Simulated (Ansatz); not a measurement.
```yaml
crystal:
  periodic: [false, false, false]
  atoms:
    - {symbol: C, position_ang: [3.210118, -1.649048, -2.220029]}
    - {symbol: C, position_ang: [1.298491, -0.372165, -0.898326]}
    - {symbol: N, position_ang: [-1.079431, 0.211692, -1.712311]}
    - {symbol: C, position_ang: [-2.444559, -0.751627, -3.748973]}
    - {symbol: B, position_ang: [-1.506462, 1.451667, 1.023597]}
    - {symbol: C, position_ang: [-3.735729, 0.025560, 2.686641]}
    - {symbol: Cl, position_ang: [-1.911669, 4.880551, 0.906203]}
    - {symbol: N, position_ang: [1.276706, 0.592748, 1.503410]}
    - {symbol: C, position_ang: [3.126132, 1.307693, 3.166149]}
    - {symbol: H, position_ang: [3.511386, -0.837943, -4.102983]}
    - {symbol: H, position_ang: [2.724770, -3.796236, -2.390239]}
    - {symbol: H, position_ang: [5.113513, -1.507323, -1.221460]}
    - {symbol: H, position_ang: [-1.155434, -1.508182, -5.163342]}
    - {symbol: H, position_ang: [-3.668966, 0.629407, -4.657825]}
    - {symbol: H, position_ang: [-3.828976, -2.324697, -3.155494]}
    - {symbol: H, position_ang: [-5.538137, 0.475568, 1.961217]}
    - {symbol: H, position_ang: [-3.854327, 0.803562, 4.577311]}
    - {symbol: H, position_ang: [-3.438079, -2.018277, 2.556743]}
    - {symbol: H, position_ang: [2.920990, 0.620081, 4.997107]}
    - {symbol: H, position_ang: [3.384528, 3.334808, 3.105907]}
    - {symbol: H, position_ang: [5.125431, 0.583444, 2.375860]}
basis:
  gaussian: {orbitals: x2c-TZVPPall, final_grid: {core_spheres: 8, valence_spheres: 7, degree: 23}}
magnetization: {spin_polarized: true, initial_magnetization: 2}
hamiltonian: {xc: {name: wB97X}, pseudopotentials: {relativity: scalar}}
```

```sh
$ ansatz run in.yaml --threads 4 --pin off --events-out ev --progress --plain --max-ram 66560MiB --backend cuda --devices 0, --max-vram 37GiB
```

Output, abridged:

```
Functional definition: wB97X
2385 factors; their error is unknown
595 factors; integrals over basis functions are off by at most 4.1e-5 eV
mean field evaluation 1: about -21481.8287 eV, gradient 7.2e1 eV
mean field evaluation 2: about -20932.1981 eV, gradient 2.1e2 eV
mean field evaluation 4: about -21478.4248 eV, gradient 6.7e1 eV
mean field evaluation 8: about -21520.7408 eV, gradient 6.0e0 eV
mean field evaluation 16: about -21525.8656 eV, gradient 1.8e0 eV
mean field evaluation 32: about -21526.4499 eV, gradient 1.9e-1 eV
mean field evaluation 64: about -21525.5184 eV, gradient 2.0e0 eV
mean field evaluation 96: about -21525.7628 eV, gradient 4.6e-1 eV
mean field evaluation 128: about -21526.3596 eV, gradient 4.4e0 eV
mean field evaluation 160: about -21526.3946 eV, gradient 2.6e-1 eV
mean field -21526.45225958 eV, -791.0825293861 hartree, gradient 7.8e-6 eV, S^2 10.638819; 9 other end points of the search recorded, 0 dependent functions left out
reference -21526.45221563 eV, -791.0825277712 hartree; 40, 38 occupied and 418, 420 virtual orbitals, 2385 factors
Total energy: -21526.45221563 eV, -791.0825277712 hartree
Relativity: scalar
```

Task: Something in this input is off. What?

Result: The coordinates are in bohr but typed as ångström. Self-consistency was reached. The result belongs to that input, not to the molecule as meant.
